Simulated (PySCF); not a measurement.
**Calculated NMR data**

Computational details: geometry from GFN2-xTB, GIAO PBE0/pcSseg-1 shieldings, in PySCF 2.14 (non-relativistic, single conformer, averaged over atoms made equivalent by symmetry, fast rotation or ring inversion, in vacuum).

Chemical shifts δ = σref − σ; $^{1}$H (σref 31.72) and $^{13}$C (σref 186.93) against TMS, all at this level. Where no couplings were computed, multiplicities follow the n + 1 count of equivalent neighbours, and m marks all less simple cases (inequivalent or close neighbours, rings, F or P nearby). Shifts are as computed. Against solution values, carbons near 30 ppm lie about +3 ppm off and those near 130 ppm about +5 ppm. Of 1211 compounds with measured shifts, 218 miss one by over three times the rms of a fit or turn the order of signals round; such compounds aren't used in these exercises.

**1.** SMILES CCc1cc(C=O)nn1C, C$_{7}$H$_{10}$N$_{2}$O. $^{1}$H NMR (600 MHz, computed): δ 10.10 (s, 1H), 6.86 (s, 1H), 3.95 (s, 3H), 2.58 (q, 2H), 1.53 (t, 3H). $^{13}$C{$^{1}$H} NMR (computed): δ 190.9, 155.0, 149.4, 110.4, 38.2, 22.9, 12.6.

**2.** `C(=C)CC#CC#CC`, C$_{8}$H$_{8}$. $^{1}$H NMR (600 MHz, computed): δ 6.10 (m, 1H), 5.39 (m, 1H), 5.34 (m, 1H), 3.15 (d, 2H), 2.12 (s, 3H). $^{13}$C{$^{1}$H} NMR (computed): δ 142.3 (CH), 123.3 (CH2), 79.7 (C), 78.3 (C), 75.5 (C), 72.6 (C), 28.9 (CH2), 5.5 (CH3).
